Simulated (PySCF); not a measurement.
titanium atom (Ti), triplet (in this run its highest filled SCF level lies above zero, so its values depend strongly on the basis, on diffuse functions most of all); PySCF with PBE-D4/STO-3G.

Here is a job for PySCF.
```python
from pyscf import gto, scf, dft

mol = gto.M(
    atom='''
Ti    0.00000000    0.00000000    0.00000000
''',
    basis='sto-3g',
    spin=2,
    verbose=4,
)

mf = dft.UKS(mol)
mf.xc = 'pbe'
mf.disp = 'd4'
mf.kernel()
```

Output, abridged:

```
PySCF version 2.14.0

[INPUT] verbose = 4
[INPUT] num. atoms = 1
[INPUT] num. electrons = 22
[INPUT] charge = 0
[INPUT] spin (= nelec alpha-beta = 2S) = 2
[INPUT] symmetry False subgroup None
[INPUT] Mole.unit = angstrom
[INPUT] Symbol           X                Y                Z      unit          X                Y                Z       unit  Magmom
[INPUT]  1 Ti     0.000000000000   0.000000000000   0.000000000000 AA    0.000000000000   0.000000000000   0.000000000000 Bohr   0.0

nuclear repulsion = 0
number of shells = 8
number of NR pGTOs = 54
number of NR cGTOs = 18
basis = sto-3g
ecp = {}

******** <class 'pyscf.dft.uks.UKS'> ********
method = UKS
initial guess = minao
damping factor = 0
level_shift factor = 0
DIIS = <class 'pyscf.scf.diis.CDIIS'>
diis_start_cycle = 1
diis_space = 8
diis_damp = 0
SCF conv_tol = 1e-09
SCF conv_tol_grad = None
SCF max_cycles = 50
direct_scf = True
direct_scf_tol = 1e-13
number electrons alpha = 12  beta = 10
XC library pyscf.dft.libxc version 7.1.2
    S. Lehtola, C. Steigemann, M. J. T. Oliveira, and M. A. L. Marques,  SoftwareX 7, 1–5 (2018)
XC functionals = pbe
    J. P. Perdew, K. Burke, and M. Ernzerhof,  Phys. Rev. Lett. 77, 3865 (1996)
    J. P. Perdew, K. Burke, and M. Ernzerhof,  Phys. Rev. Lett. 78, 1396 (1997)
    J. P. Perdew, K. Burke, and M. Ernzerhof,  Phys. Rev. Lett. 77, 3865 (1996)
    J. P. Perdew, K. Burke, and M. Ernzerhof,  Phys. Rev. Lett. 78, 1396 (1997)
radial grids:
    Treutler-Ahlrichs [JCP 102, 346 (1995); DOI:10.1063/1.469408] (M4) radial grids

becke partition: Becke, JCP 88, 2547 (1988); DOI:10.1063/1.454033
pruning grids: <function nwchem_prune>
grids dens level: 3
symmetrized grids: False
atomic radii adjust function: <function treutler_atomic_radii_adjust>
small_rho_cutoff = 0
Set gradient conv threshold to 3.16228e-05
tot grids = 20904
Calc dispersion correction with DFTD4.
Parameters: xc=pbe, atm=True
init E= -839.503054263629

cycle= 1 E= -840.157934311921  delta_E= -0.655  |g|= 0.0755  |ddm|= 1.31
cycle= 2 E= -840.155597963618  delta_E= 0.00234  |g|= 0.0569  |ddm|= 0.984
cycle= 3 E= -840.162785492012  delta_E= -0.00719  |g|= 0.0293  |ddm|= 0.902
cycle= 4 E= -840.166311427869  delta_E= -0.00353  |g|= 0.00487  |ddm|= 0.368
cycle= 5 E= -840.167555502156  delta_E= -0.00124  |g|= 0.00669  |ddm|= 0.229
cycle= 6 E= -840.167873614708  delta_E= -0.000318  |g|= 0.00684  |ddm|= 0.0562
cycle= 7 E= -840.169667986967  delta_E= -0.00179  |g|= 0.00433  |ddm|= 0.409
cycle= 8 E= -840.169767091274  delta_E= -9.91e-05  |g|= 0.00153  |ddm|= 0.0506
cycle= 9 E= -840.169805849977  delta_E= -3.88e-05  |g|= 0.00073  |ddm|= 0.0858
cycle= 10 E= -840.169810158473  delta_E= -4.31e-06  |g|= 0.000185  |ddm|= 0.0252
cycle= 11 E= -840.16981040974  delta_E= -2.51e-07  |g|= 9.67e-05  |ddm|= 0.00817
cycle= 12 E= -840.169810455088  delta_E= -4.53e-08  |g|= 5.33e-05  |ddm|= 0.000894
cycle= 13 E= -840.16981050255  delta_E= -4.75e-08  |g|= 1.73e-05  |ddm|= 0.00293
cycle= 14 E= -840.169810507231  delta_E= -4.68e-09  |g|= 2.92e-06  |ddm|= 0.00073
cycle= 15 E= -840.169810507567  delta_E= -3.36e-10  |g|= 1.77e-06  |ddm|= 0.000134
Extra cycle  E= -840.169810507746  delta_E= -1.79e-10  |g|= 1.74e-06  |ddm|= 7.3e-05
converged SCF energy = -840.169810507746  <S^2> = 2.0000837  2S+1 = 3.0000558
```
